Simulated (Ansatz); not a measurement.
HAl, singlet, at a GFN2-xTB geometry (such geometries of metal compounds can be far from the true shape); CCSD/cc-pVTZ in Ansatz (a quantum-chemistry and plane-wave program).

The Ansatz input:
Ansatz 0.2 input:
```yaml
crystal:
  periodic: [false, false, false]
  atoms:
    - {symbol: Al, position_ang: [-0.00000000, -0.00000000, -0.11521965]}
    - {symbol: H, position_ang: [0.00000000, 0.00000000, 1.49785545]}
basis:
  gaussian:
    orbitals: cc-pVTZ
magnetization: {spin_polarized: false}
correlation: {method: ccsd, diis_vectors: 4}
```

Q: What does Ansatz print? Leave out banner, timings and long lists.

A: 
```
Functional definition: HF
292 factors; integrals over basis functions are off by at most 1.8e-3 eV
mean field evaluation 1: about -6597.4158 eV, gradient 6.6e0 eV
mean field evaluation 2: about -6597.4179 eV, gradient 6.6e0 eV
mean field evaluation 4: about -6597.7124 eV, gradient 4.1e-1 eV
mean field evaluation 8: about -6597.7136 eV, gradient 6.1e-4 eV
mean field evaluation 16: about -6597.7136 eV, gradient 8.7e-6 eV
mean field -6597.71361555 eV, -242.4615032806 hartree, gradient 8.7e-6 eV, S^2 0.000000; 0 other end points of the search recorded, 0 dependent functions left out; unrestricted orbitals would lower it
5 core orbitals not correlated
reference -6597.71361555 eV, -242.4615032806 hartree; 2, 2 occupied and 41, 41 virtual orbitals, 292 factors
second order -1.68921146 eV of doubles, -0.00000000 eV of singles
cycle   1  -2.03671570 eV  change   -3.5e-1 eV  update   6.4e-2
cycle   2  -2.23215121 eV  change   -2.0e-1 eV  update   3.0e-2
cycle   3  -2.24135660 eV  change   -9.2e-3 eV  update   7.6e-3
cycle   4  -2.24237441 eV  change   -1.0e-3 eV  update   2.0e-3
cycle   5  -2.24185378 eV  change    5.2e-4 eV  update   6.8e-4
cycle   6  -2.24179998 eV  change    5.4e-5 eV  update   2.3e-4
cycle   7  -2.24188340 eV  change   -8.3e-5 eV  update   8.3e-5
cycle   8  -2.24187796 eV  change    5.4e-6 eV  update   1.7e-5
cycle   9  -2.24186576 eV  change    1.2e-5 eV  update   6.0e-6
cycle  10  -2.24185951 eV  change    6.3e-6 eV  update   1.9e-6
cycle  11  -2.24185839 eV  change    1.1e-6 eV  update   7.1e-7
Total energy: -6599.95547394 eV, -242.5438900569 hartree
```
